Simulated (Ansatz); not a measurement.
Abridged output of a molecular run in Ansatz:

```
Functional definition: HF
1532 factors; integrals over basis functions are off by at most 8.6e-4 eV
mean field evaluation 1: about -14268.8839 eV, gradient 5.9e1 eV
mean field evaluation 2: about -14269.2098 eV, gradient 5.9e1 eV
mean field evaluation 4: about -14275.2276 eV, gradient 5.1e0 eV
mean field evaluation 8: about -14275.3201 eV, gradient 5.7e-1 eV
mean field evaluation 16: about -14275.3223 eV, gradient 1.2e-6 eV
mean field -14275.32234904 eV, -524.6084201661 hartree, gradient 1.2e-6 eV, S^2 0.000000; 0 other end points of the search recorded, 0 dependent functions left out
7 core orbitals not correlated: weight in the atoms' cores, before any rotation towards them, 1.000 or more for the frozen orbitals, at most 0.000 for the correlated occupied ones
reference -14275.32234904 eV, -524.6084201661 hartree; 21, 21 occupied and 203, 203 virtual orbitals, 1532 factors
second order -40.95118544 eV of doubles, -0.00000000 eV of singles
cycle   1  -39.97149628 eV  change    9.8e-1 eV  update   1.4e-1
cycle   2  -40.87964192 eV  change   -9.1e-1 eV  update   4.0e-2
cycle   3  -41.08132524 eV  change   -2.0e-1 eV  update   1.9e-2
cycle   4  -41.04950259 eV  change    3.2e-2 eV  update   4.5e-3
cycle   5  -41.04513317 eV  change    4.4e-3 eV  update   2.0e-3
cycle   6  -41.04730016 eV  change   -2.2e-3 eV  update   5.7e-4
cycle   7  -41.04707823 eV  change    2.2e-4 eV  update   2.1e-4
cycle   8  -41.04686016 eV  change    2.2e-4 eV  update   6.7e-5
cycle   9  -41.04686646 eV  change   -6.3e-6 eV  update   2.9e-5
perturbative correction -1.49626885 eV, -0.0549868659 hartree
Total energy: -14317.86548434 eV, -526.1718515517 hartree
```

Its atoms:

Cartesian coordinates in Å:
```
O -1.8214 -0.3240 0.2377
C -0.9059 -1.0237 -0.0283
O 0.3966 -0.6285 -0.1703
C 0.7175 0.6979 0.0034
F 2.0207 0.7969 -0.1885
F 0.0973 1.4713 -0.8720
F 0.4332 1.1157 1.2255
H -0.9379 -2.1056 -0.2074
```

Q: Which basis set was used?
A. def2-QZVPP
B. cc-pV(D+d)Z
C. def2-TZVPPD
D. def2-TZVPP

A: D. It gives 231 functions.

Q: Write the keys of the input that set method, charge and spin (a neutral closed shell needs none for the last two).

A: 
```yaml
correlation: {method: ccsd_t}
```
